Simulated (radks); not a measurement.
Neutral lanthanum inside a hard spherical wall (all orbitals vanish at R), configuration held at [Xe] 5d1 6s2 and not refilled when levels cross. All-electron calculation, scalar-relativistic Kohn-Sham, PBE, spin-polarised, spherical densities, point nucleus; open shells are filled with parallel spins first (spin-orbit coupling, left out, can overturn this in heavy ions). Program: a radial shooting solver on a logarithmic mesh with Libxc functionals. Eigenvalues in eV for spin up, with the zero of energy where the potential of the charges vanishes at infinity; a dash marks a level that is unbound or too diffuse for the functional's potential to be trusted. A positive occupied level is held by the wall or, in an anion where self-interaction has pushed it up, behind a barrier. The pressure on the wall is -dE/dV.

| R (bohr) | E (hartree) | kinetic (hartree) | e(5s) | e(5p) | e(6s) | e(5d) | e(6p, empty) | e(7s, empty) | pressure (GPa) |
|---|---|---|---|---|---|---|---|---|---|
| free | -8493.2898 | 8984.332 | -39.035 | -22.568 | -3.816 | -3.306 | -1.425 | - | 0 |
| 20 | -8493.2898 | 8984.332 | -39.035 | -22.568 | -3.816 | -3.306 | -1.424 | 0.001 | < 0.0001 |
| 15 | -8493.2898 | 8984.333 | -39.031 | -22.564 | -3.813 | -3.303 | -1.411 | 0.361 | 0.000321 |
| 10 | -8493.2858 | 8984.366 | -38.811 | -22.348 | -3.642 | -3.117 | -1.037 | 2.824 | 0.0895 |
| 7 | -8493.2247 | 8984.689 | -37.395 | -20.982 | -2.208 | -1.906 | 1.324 | 11.405 | 2.87 |
| 5 | -8492.8473 | 8986.191 | -33.784 | -17.593 | 3.913 | 1.777 | 10.154 | 35.593 | 42.7 |
| 3.5 | -8490.7183 | 8994.188 | -24.478 | -8.285 | 29.774 | 14.249 | 42.598 | 107.72 | 671 |
| 3 | -8487.9802 | 9003.840 | -16.342 | 0.752 | 56.881 | 26.676 | 73.897 | 170.54 | 2130 |
| 2.5 | -8481.2240 | 9025.798 | 0.149 | 19.979 | 113.23 | 52.584 | 136.27 | 289.30 | 7920 |
